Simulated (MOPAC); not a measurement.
MOPAC input (MNDO):

```
MNDO 1SCF CHARGE=1 GEO-OK AUX(PRECISION=9) THREADS=1
F3S

F     1.35220300 1    0.02690000 1   -0.15770600 1
S    -0.03514700 1   -0.03522300 1    0.44455900 1
F    -0.65725700 1    1.17090400 1   -0.22593200 1
F    -0.63246200 1   -1.13518400 1   -0.40668900 1
```

From the output:

```
                                                       MOPAC v23.2.5 Linux

          FINAL HEAT OF FORMATION =        176.98194 KCAL/MOL =     740.49245 KJ/MOL

          COSMO AREA              =         84.99 SQUARE ANGSTROMS
          COSMO VOLUME            =         68.06 CUBIC ANGSTROMS

          IONIZATION POTENTIAL    =         22.223766 EV
          HOMO LUMO ENERGIES (EV) =        -22.224 -7.554
          NO. OF FILLED LEVELS    =         13
          MOLECULAR WEIGHT        =         89.0552         POINT GROUP:  C3v

          MOLECULAR DIMENSIONS (Angstroms)

            Atom       Atom       Distance
            F     4    F     3     2.31329
            F     3    F     1     2.00337
            S     2    F     1     0.71242

          SCF CALCULATIONS        =          1

   ATOM   CHEMICAL          X               Y               Z
  NUMBER   SYMBOL      (ANGSTROMS)     (ANGSTROMS)     (ANGSTROMS)

     1       F          1.35220300  *   0.02690000  *  -0.15770600  *
     2       S         -0.03514700  *  -0.03522300  *   0.44455900  *
     3       F         -0.65725700  *   1.17090400  *  -0.22593200  *
     4       F         -0.63246200  *  -1.13518400  *  -0.40668900  *

                             CARTESIAN COORDINATES

   1    F        1.352203000     0.026900000    -0.157706000
   2    S       -0.035147000    -0.035223000     0.444559000
   3    F       -0.657257000     1.170904000    -0.225932000
   4    F       -0.632462000    -1.135184000    -0.406689000

           Empirical Formula: F3 S  =     4 atoms

      MOLECULAR POINT GROUP   :   C3v

                  EIGENVALUES
 -56.43085 -52.74674 -52.74673 -32.41242 -27.51322 -27.51322 -26.87547 -24.57965
 -24.57965 -24.40934 -24.14876 -24.14876 -22.22377  -7.55431  -7.25987  -7.25986

              NET ATOMIC CHARGES AND DIPOLE CONTRIBUTIONS

  ATOM NO.   TYPE          CHARGE      No. of ELECS.   s-Pop       p-Pop
    1          F          -0.282229        7.2822     1.92157     5.36066
    2          S           1.846686        4.1533     1.79663     2.35669
    3          F          -0.282229        7.2822     1.92157     5.36066
    4          F          -0.282229        7.2822     1.92157     5.36066
 DIPOLE           X         Y         Z       TOTAL
 POINT-CHG.    -0.400    -0.401     5.056     5.087
 HYBRID         0.108     0.109    -1.371     1.380
 SUM           -0.291    -0.292     3.685     3.708

          ATOMIC ORBITAL ELECTRON POPULATIONS

     Atom    s        px        py        pz
    1  F   1.92157   1.51210   1.95288   1.89568
    2  S   1.79663   0.67912   0.67913   0.99843
    3  F   1.92157   1.86298   1.62025   1.87743
    4  F   1.92157   1.87002   1.67197   1.81868

 **********************
 *                    *
 * JOB ENDED NORMALLY *
 *                    *
 **********************

 == MOPAC DONE ==
```

The dipole moment of an ion depends on the origin.

The geometry given is a B3LYP-D3(BJ)/def2-TZVP minimum.
